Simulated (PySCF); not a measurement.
TaF5, SMILES [Ta]([F])([F])([F])([F])[F], multiplicity 1. The structure is a stationary point at PBE0-D3(BJ)/def2-SVP. The spin state was assumed, not searched. The isomer is the one that the SMILES or the coordinates give; other isomers of the formula were not compared. The def2 effective core potentials stand for the cores of Ta; spin–orbit coupling is left out.

### Question
Give the equilibrium geometry at PBE0-D3(BJ)/def2-SVP (PySCF confirms it by a frequency run) as bond lengths and angles, and its point group. (Estimate from the structure and the level; the computed values follow.)

### Answer
point group D3h.
Atoms: Ta1 F2 F3 F4 F5 F6. Bonded distances (Å): Ta1–F2 1.881, Ta1–F3 1.881, Ta1–F4 1.853, Ta1–F5 1.853, Ta1–F6 1.853. Bond angles (°): F2–Ta1–F3 180.0, F2–Ta1–F4 90.0, F2–Ta1–F5 90.0, F2–Ta1–F6 90.0, F3–Ta1–F4 90.0, F3–Ta1–F5 90.0, F3–Ta1–F6 90.0, F4–Ta1–F5 120.0, F4–Ta1–F6 120.0, F5–Ta1–F6 120.0.
Charge 0, spin multiplicity 1.
